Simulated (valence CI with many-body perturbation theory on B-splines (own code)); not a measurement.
**Level structure of Pt XLVII**

Computed by configuration interaction combined with many-body perturbation theory (CI+MBPT): four valence electrons over a frozen Dirac-Fock core [Ar] 3d10, a basis of 11 s, 11 p, 10 d, 8 f, 5 g, 2 h functions for each j, with the one-electron correlation potential Σ1 (screened to all orders), the two-electron term Σ2, the three-electron term Σ3, Breit, model QED; selected single and double excitations, second order for the rest, scaled by the run's own slope (own B-spline code, finite nucleus).

The last digits are not significant, and no measured levels were compared; by estimate large intervals hold to a few tenths of a per cent, small ones and those within an open d or f shell to about a per cent. Among the levels kept, up to 410 cm⁻¹ of a level comes from second order outside the variational space, and about a tenth of that is noise between levels of different J, which matters for small intervals.

Levels 1 to 45 of 187, with energies above the lowest level, (4s^2 4p1/2^2) J=0. "Leading %" is the weight of the configuration and term that name the level; weights of strongly mixed levels are sums over their largest components and can fall short. In the jj column 3d3/2^4 stands for four electrons in 3d with j = 3/2. Lifetimes count E1, E2, E3, M1 and M2 decay at the calculated energies, and are blank where another channel may lead or the interval is too uncertain; long ones can be off by a factor of two.

| No. | Configuration | Term | J | E (eV) | Leading % | Leading jj | Lifetime | Second component |
| --- | --- | --- | --- | --- | --- | --- | --- | --- |
| 1 | 4s2.4p2 | 3P | 0 | 0.00 | 69 | 4s^2 4p1/2^2 (99 %) |  | 30 % 4s2.4p2 1S |
| 2 | 4s2.4p2 | 3P | 1 | 122.69 | 99 | 4s^2 4p1/2 4p3/2 (99 %) | 84.4 ns |  |
| 3 | 4s2.4p2 | 1D | 2 | 127.32 | 64 | 4s^2 4p1/2 4p3/2 (99 %) | 2.18 μs | 36 % 4s2.4p2 3P |
| 4 | 4s.4p3 | 3P° | 2 | 229.23 | 46 | 4s 4p1/2^2 4p3/2 (97 %) | 36.1 ps | 30 % 4s.4p3 5S° |
| 5 | 4s.4p3 | 3D° | 1 | 245.07 | 35 | 4s 4p1/2^2 4p3/2 (94 %) | 1.82 ps | 26 % 4s.4p3 1P° |
| 6 | 4s2.4p2 | 3P | 2 | 253.53 | 63 | 4s^2 4p3/2^2 (99 %) | 44.8 ns | 36 % 4s2.4p2 1D |
| 7 | 4s2.4p2 | 1S | 0 | 263.52 | 69 | 4s^2 4p3/2^2 (99 %) | 37.8 ns | 30 % 4s2.4p2 3P |
| 8 | 4s2.4p.4d | 3F° | 2 | 289.99 | 74 | 4s^2 4p1/2 4d3/2 (98 %) | 57.4 ps | 20 % 4s2.4p.4d 1D° |
| 9 | 4s2.4p.4d | 3D° | 1 | 309.93 | 51 | 4s^2 4p1/2 4d3/2 (94 %) | 428 fs | 27 % 4s2.4p.4d 1P° |
| 10 | 4s2.4p.4d | 3P° | 2 | 324.98 | 39 | 4s^2 4p1/2 4d5/2 (86 %) | 3.70 ps | 30 % 4s2.4p.4d 3D° |
| 11 | 4s2.4p.4d | 3F° | 3 | 326.71 | 50 | 4s^2 4p1/2 4d5/2 (92 %) | 4.42 ps | 22 % 4s2.4p.4d 3D° |
| 12 | 4s.4p3 | 3D° | 2 | 350.76 | 47 | 4s 4p1/2 4p3/2^2 (85 %) | 2.16 ps | 37 % 4s.4p3 5S° |
| 13 | 4s.4p3 | 3D° | 3 | 358.93 | 91 | 4s 4p1/2 4p3/2^2 (91 %) | 3.52 ps | 6 % 4s2.4p.4d 3F° |
| 14 | 4s.4p3 | 3P° | 0 | 364.36 | 96 | 4s 4p1/2 4p3/2^2 (96 %) | 2.60 ps |  |
| 15 | 4s.4p3 | 3P° | 1 | 372.02 | 46 | 4s 4p1/2 4p3/2^2 (94 %) | 1.48 ps | 20 % 4s.4p3 3D° |
| 16 | 4s.4p3 | 1D° | 2 | 374.38 | 69 | 4s 4p1/2 4p3/2^2 (90 %) | 998 fs | 14 % 4s.4p3 3D° |
| 17 | 4s.4p3 | 3S° | 1 | 376.00 | 38 | 4s 4p1/2 4p3/2^2 (97 %) | 758 fs | 23 % 4s.4p3 3D° |
| 18 | 4s.4p2.4d | 5F | 1 | 397.82 | 42 | 4s 4p1/2^2 4d3/2 (98 %) | 15.2 ps | 36 % 4s.4p2.4d 3D |
| 19 | 4s.4p2.4d | 3D | 2 | 401.62 | 29 | 4s 4p1/2^2 4d3/2 (94 %) | 15.6 ps | 21 % 4s.4p2.4d 5F |
| 20 | 4s2.4p.4d | 3D° | 2 | 429.91 | 50 | 4s^2 4p3/2 4d3/2 (91 %) | 488 fs | 23 % 4s2.4p.4d 1D° |
| 21 | 4s2.4p.4d | 3P° | 1 | 431.64 | 55 | 4s^2 4p3/2 4d3/2 (94 %) | 567 fs | 35 % 4s2.4p.4d 3D° |
| 22 | 4s.4p2.4d | 3D | 3 | 431.81 | 32 | 4s 4p1/2^2 4d5/2 (96 %) | 3.16 ps | 22 % 4s.4p2.4d 5D |
| 23 | 4s2.4p.4d | 3P° | 0 | 432.08 | 95 | 4s^2 4p3/2 4d3/2 (95 %) | 597 fs |  |
| 24 | 4s2.4p.4d | 3F° | 3 | 432.27 | 42 | 4s^2 4p3/2 4d3/2 (93 %) | 636 fs | 34 % 4s2.4p.4d 1F° |
| 25 | 4s.4p2.4d | 3F | 2 | 439.76 | 26 | 4s 4p1/2^2 4d5/2 (90 %) | 3.28 ps | 21 % 4s.4p2.4d 1D |
| 26 | 4s2.4p.4d | 3F° | 4 | 446.10 | 99 | 4s^2 4p3/2 4d5/2 (99 %) | 96.4 ns |  |
| 27 | 4s2.4p.4d | 3P° | 2 | 449.42 | 42 | 4s^2 4p3/2 4d5/2 (90 %) | 7.38 ps | 36 % 4s2.4p.4d 1D° |
| 28 | 4s2.4p.4d | 3D° | 3 | 465.71 | 56 | 4s^2 4p3/2 4d5/2 (93 %) | 1.07 ps | 42 % 4s2.4p.4d 1F° |
| 29 | 4s2.4p.4d | 1P° | 1 | 468.31 | 63 | 4s^2 4p3/2 4d5/2 (95 %) | 1.82 ps | 23 % 4s2.4p.4d 3P° |
| 30 | 4p4 | 3P | 2 | 481.42 | 56 | 4p1/2^2 4p3/2^2 (83 %) | 1.10 ps | 27 % 4p4 1D |
| 31 | 4p4 | 1S | 0 | 488.73 | 55 | 4p1/2^2 4p3/2^2 (87 %) | 1.26 ps | 32 % 4p4 3P |
| 32 | 4s.4p3 | 3P° | 2 | 495.17 | 46 | 4s 4p3/2^3 (90 %) | 946 fs | 16 % 4s.4p3 1D° |
| 33 | 4s2.4p.4f | 3G | 3 | 506.57 | 59 | 4s^2 4p1/2 4f5/2 (80 %) | 11.0 ps | 15 % 4s2.4p.4f 1F |
| 34 | 4s.4p3 | 1P° | 1 | 510.35 | 38 | 4s 4p3/2^3 (94 %) | 515 fs | 24 % 4s.4p3 3S° |
| 35 | 4s.4p2.4d | 5F | 2 | 511.25 | 37 | 4s 4p1/2 4p3/2 4d3/2 (73 %) | 6.94 ps | 11 % 4s2.4p.4f 3F |
| 36 | 4s.4p2.4d | 5D | 0 | 511.31 | 84 | 4s 4p1/2 4p3/2 4d3/2 (96 %) | 15.5 ps | 13 % 4s.4p2.4d 3P |
| 37 | 4s.4p2.4d | 5D | 1 | 511.61 | 54 | 4s 4p1/2 4p3/2 4d3/2 (98 %) | 18.2 ps | 21 % 4s.4p2.4d 5F |
| 38 | 4s.4p2.4d | 5F | 3 | 514.24 | 41 | 4s 4p1/2 4p3/2 4d3/2 (74 %) | 8.45 ps | 23 % 4s.4p2.4d 3F |
| 39 | 4s2.4p.4f | 3F | 2 | 514.67 | 32 | 4s^2 4p1/2 4f5/2 (64 %) | 3.72 ps | 19 % 4s2.4p.4f 1D |
| 40 | 4s2.4p.4f | 3G | 4 | 516.89 | 26 | 4s^2 4p1/2 4f7/2 (56 %) | 14.8 ps | 18 % 4s.4p2.4d 3G |
| 41 | 4s2.4p.4f | 3D | 3 | 520.67 | 36 | 4s^2 4p1/2 4f7/2 (72 %) | 4.51 ps | 25 % 4s2.4p.4f 3F |
| 42 | 4s.4p2.4d | 5F | 4 | 527.15 | 20 | 4s 4p1/2 4p3/2 4d3/2 (50 %) | 8.33 ps | 15 % 4s2.4p.4f 3G |
| 43 | 4s.4p2.4d | 3F | 2 | 531.40 | 64 | 4s 4p1/2 4p3/2 4d3/2 (86 %) | 1.21 ps | 7 % 4s.4p2.4d 5P |
| 44 | 4s.4p2.4d | 5P | 3 | 534.96 | 30 | 4s 4p1/2 4p3/2 4d3/2 (74 %) | 652 fs | 26 % 4s.4p2.4d 3D |
| 45 | 4s.4p2.4d | 5P | 1 | 535.77 | 24 | 4s 4p1/2 4p3/2 4d3/2 (95 %) | 615 fs | 20 % 4s.4p2.4d 3P |

The ionisation energy to 4s2.4p 2P°_1/2 of the next ion comes out as 2538.3 eV (NIST: 2536 ± 4 eV (theoretical)). All 187 levels together are meant to be complete up to 775.66 eV.
